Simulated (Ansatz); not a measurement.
One change: `N#COCO` becomes `C[SiH2]OCO`.

Ansatz, PBE0-D4/def2-TZVP geometries, multiplicity 1. Each molecule was computed in one conformer, which needn't be the lowest.

```
                                          property  `N#COCO`
              HOMO–LUMO gap (PBE0/def2-TZVPP) / eV      8.88
               HOMO energy (B3LYP/def2-TZVPP) / eV     -8.34
               LUMO energy (B3LYP/def2-TZVPP) / eV     -0.11
size of the dipole moment (ωB97M-V/def2-TZVPP) / D      4.20
    size of the dipole moment (PBE/def2-TZVPP) / D      4.24
                HOMO energy (PBE0/def2-TZVPP) / eV     -8.58
```

Question: Give the same properties after the change, and the shifts. (Estimate.)

Answer: The calculation gave: 
```tsv
property	`C[SiH2]OCO`	shift
HOMO–LUMO gap (PBE0/def2-TZVPP) / eV	9.03	0.15
HOMO energy (B3LYP/def2-TZVPP) / eV	-8.01	0.33
LUMO energy (B3LYP/def2-TZVPP) / eV	0.51	0.62
size of the dipole moment (ωB97M-V/def2-TZVPP) / D	1.09	-3.11
size of the dipole moment (PBE/def2-TZVPP) / D	1.11	-3.13
HOMO energy (PBE0/def2-TZVPP) / eV	-8.22	0.36
```

With PBE0 the HOMO rises by 0.36 eV and the LUMO rises by 0.51 eV, so the gap widens by about 0.15 eV. PBE moves the HOMO by 0.45 eV and ωB97M-V by 0.31 eV. Dipoles are sizes alone; their direction can turn.

B3LYP here is the variant with VWN-RPA as its local correlation; programs differ in this.
